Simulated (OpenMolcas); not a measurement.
**Rh²⁺: terms and fine structure**

* Program: OpenMolcas 26.06
* Method: MS-CASPT2, IPEA 0.25 Eh, imaginary shift 0.1 Eh (closed shells correlated: 4s 4p)
* Basis: ANO-RCC-VTZP [7s6p4d2f1g]
* Scalar Hamiltonian: DKH2, point nucleus
* Active space: 7 electrons in 5 orbitals (4d)
* State averaging: 2S+1 = 4 even, 10 roots; 2S+1 = 2 even, 40 roots kept (CI in the orbitals of an earlier block)
* Spin-orbit coupling: state interaction with AMFI integrals over the reference wave functions, term energies averaged over their components

Spin-free terms above the lowest, with the occupations of the reference:

```
Configuration   Term  E (cm⁻¹)  Occupations
          4d⁷     ⁴F       0.0      4d 7.00
          4d⁷     ⁴P     10460      4d 7.00
          4d⁷     ²G     12760      4d 7.00
          4d⁷     ²P     15200      4d 7.00
          4d⁷     ²H     17040      4d 7.00
          4d⁷  ²D(1)     17560      4d 7.00
          4d⁷     ²F     26540      4d 7.00
          4d⁷  ²D(2)     43000      4d 7.00
```

With spin-orbit coupling, above the lowest level:

```
Configuration   Term     J  E (cm⁻¹)  Measured (cm⁻¹)      g  Term weight %    Second
          4d⁷     ⁴F   9/2       0.0              0.0  1.330             98          
          4d⁷     ⁴F   7/2      2090             2148  1.237             99          
          4d⁷     ⁴F   5/2      3420             3486  1.031             99          
          4d⁷     ⁴F   3/2      4270             4322  0.410             97   3 ²D(1)
          4d⁷     ⁴P   3/2     11750            10997  1.638             77     22 ²P
          4d⁷     ⁴P   5/2     11800            11062  1.594             98          
          4d⁷     ⁴P   1/2     13190                   2.492             91      9 ²P
          4d⁷     ²G   9/2     13790                   1.096             88     10 ²H
          4d⁷     ²G   7/2     15830                   0.893             99          
          4d⁷     ²P   3/2     16830                   1.289             56  22 ²D(1)
          4d⁷     ²H  11/2     18580                   1.091            100          
          4d⁷     ²P   1/2     18710                   0.845             91      9 ⁴P
          4d⁷  ²D(1)   5/2     19270                   1.204             97          
          4d⁷     ²H   9/2     20640                   0.929             90     10 ²G
          4d⁷  ²D(1)   3/2     22570                   0.930             74     22 ²P
          4d⁷     ²F   5/2     28140                   0.862             99          
          4d⁷     ²F   7/2     29180                   1.141             99          
          4d⁷  ²D(2)   3/2     44840                   0.800             99          
          4d⁷  ²D(2)   5/2     45810                   1.198             99
```

Against the 5 measured excited levels shown (the list in Shadmi, J. Res. Natl. Bur. Stand. 70A, 435 (1966)) the mean absolute deviation is 330 cm-1; the largest miss in energy is 4d⁷ ⁴P_3/2: computed 11750, measured 10997 cm⁻¹ (+6.9 %).

Spin-orbit coupling puts the lowest level 2177 cm⁻¹ below the lowest spin-free term.

A least-squares Racah fit to the terms below 60000 cm-1, each weighted by 2L + 1 and with a free common offset, gives B = 691 cm-1 and C = 3329 cm-1 (C/B = 4.82), with an rms deviation of 476 cm-1.

For ⁴F the intervals divided by the larger J are -339.3, -381.6, -464.0 cm-1. Landé's interval rule makes them equal in pure LS coupling; they differ by 32 % of their mean. The multiplet is inverted.

Term energies are means over components that CASPT2 splits; among the terms shown or strongly mixed into the levels shown the widest spread is 810 cm-1 (4d⁷ ⁴F). Levels of configurations with an s electron are missing; early in the row they begin among the upper levels of the d shell and mix with terms of their name. Terms from blocks run as CI alone lack orbitals of their own. Measured partners are found by configuration, term and J. A level has none where our copy of the source lacks it or the pairing is in doubt (some pairs that miss far off the trend of their configuration count as doubtful), and it then counts in no deviation. Only configurations of the active space appear.

The term weight is that of the spin-free term in the level, not the purity of its configuration. A number in round brackets counts repeated terms of one configuration in the order of the reference energies.
